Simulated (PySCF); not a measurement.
PySCF job for 2-bromofuran (C₄H₃BrO), SMILES c1ccc(Br)o1, SMD-B3LYP/6-31G*. Geometry: ωB97X-D3(BJ)/def2-SVP.

```python
import numpy as np
from pyscf import gto, scf, dft
from pyscf.solvent import smd

mol = gto.M(
    atom='''
    Br    0.00486497    1.52374488    0.00000000
    C    -0.10305305   -0.32612124    0.00000000
    C    -1.17309232   -1.16880887    0.00000000
    C    -0.60953302   -2.49356716    0.00000000
    C     0.74231994   -2.33136794    0.00000000
    O     1.05985791   -1.00877547    0.00000000
    H    -2.22226700   -0.88131405    0.00000000
    H    -1.14983709   -3.43902434    0.00000000
    H     1.58311750   -3.02133746    0.00000000
    ''',
    basis='6-31G*',
    charge=0,
    spin=0,
    max_memory=1600,
    verbose=3,
)
mf = dft.RKS(mol, xc='b3lyp').density_fit(auxbasis='def2-universal-jkfit')
mf.grids.level = 3
mf.conv_tol = 1e-9
mf.max_cycle = 100
mf.kernel()
res = {}
for name in ['water', 'diethylether', 'acetone']:
    s = mf.SMD()
    s.with_solvent.solvent, s.with_solvent.sasa_ng = name, 302
    s.kernel(mf.make_rdm1())
    res[name] = (s.e_tot, s.with_solvent.get_cds(), s.dip_moment(), s.mo_energy, s.converged)
    print(f'SMD {name}: dG(solv) = {(s.e_tot - mf.e_tot) * 627.509474:.3f} kcal/mol, of which CDS {res[name][1] * 627.509474:.3f}')
```

It prints:

```
converged SCF energy = -2803.2836459678
converged SCF energy = -2803.28488297614
Dipole moment(X, Y, Z, Debye): -0.88194, -2.11714,  0.00000
SMD water: dG(solv) = -0.776 kcal/mol, of which CDS 2.894
converged SCF energy = -2803.29159846735
Dipole moment(X, Y, Z, Debye): -0.74735, -1.91306, -0.00000
SMD diethylether: dG(solv) = -4.990 kcal/mol, of which CDS -2.798
converged SCF energy = -2803.29183384878
Dipole moment(X, Y, Z, Debye): -0.80175, -2.05941,  0.00000
SMD acetone: dG(solv) = -5.138 kcal/mol, of which CDS -2.023
```

The run converged.
